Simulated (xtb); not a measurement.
CdI2, charge +1, doublet, at a GFN2-xTB geometry (such geometries of metal compounds can be far from the true shape) (a state made from the parent by changing its charge; the spin is typed, not shown lowest). Base run: GFN2-xTB in xtb 6.7.1.

Here is a job for xtb.
```
$ xtb mol.xyz --gfn 2 --chrg 1 --uhf 1 --json

# file mol.xyz
3

Cd    -0.02135930     0.00986032     0.01528230
I     -0.24305620     2.07466686    -1.70162621
I      0.26240047    -2.08359696     1.68778564
```

Variants of this job, named by their change:

| change | ΔE vs base (kJ/mol) | G_solv (kcal/mol) | SCF cycles |
|---|---|---|---|
| base | 0.00 | - | 12 |
| file = coord | 0.00 | - | 12 |
| etemp = 10000 | -216.7 | - | 11 |
| gbsa = methanol | -218.0 | -52.34 | 13 |
| etemp = 5000 | -85.2 | - | 11 |
| acc = 0.1 | 0.00 | - | 14 |
| alpb = water | -190.6 | -45.58 | 12 |

ALPB and GBSA are two models with their own fitted parameters for each solvent, which aren't always the measured dielectric constant.
